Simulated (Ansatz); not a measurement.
The same hydrolysis along the group Al, Ga, In.

Computed with Ansatz on PBE0-D4/def2-TZVP structures; ΔE is electronic, products minus reactants. CBS: MP2 limit from def2 TZ/QZ plus the TZ coupled-cluster correction, frozen cores. This one scheme is used for every species. Functionals use def2-TZVPP. Elements past krypton have def2 core potentials. For Br, Ga, In outer-core shells are correlated without core-valence functions, which leaves a few kJ/mol of doubt a bond. Scalar relativity is left out up to krypton. One conformer a species, not always the lowest.

| reaction | ωB97X-V (kcal/mol) | HF/CBS(def2) (kcal/mol) | PBE-D4 (kcal/mol) | B2PLYP (kcal/mol) | CCSD(T)/CBS(def2) (kcal/mol) |
| --- | --- | --- | --- | --- | --- |
| `[Cl][Al]([Cl])[Br]` + H₂O → `[OH][Al]([Cl])[Br]` + HCl | 4.6 | 4.7 | 5.3 | 3.8 | 5.5 |
| `[Cl][Ga]([Cl])[Br]` + H₂O → `[OH][Ga]([Cl])[Br]` + HCl | 12.5 | 14.3 | 12.7 | 12.1 | 13.0 |
| `[Cl][In]([Cl])[Br]` + H₂O → `[OH][In]([Cl])[Br]` + HCl | 19.7 | 23.5 | 19.0 | 19.2 | 19.9 |

Largest T1 diagnostic: 0.013, for `[OH][In]([Cl])[Br]`.
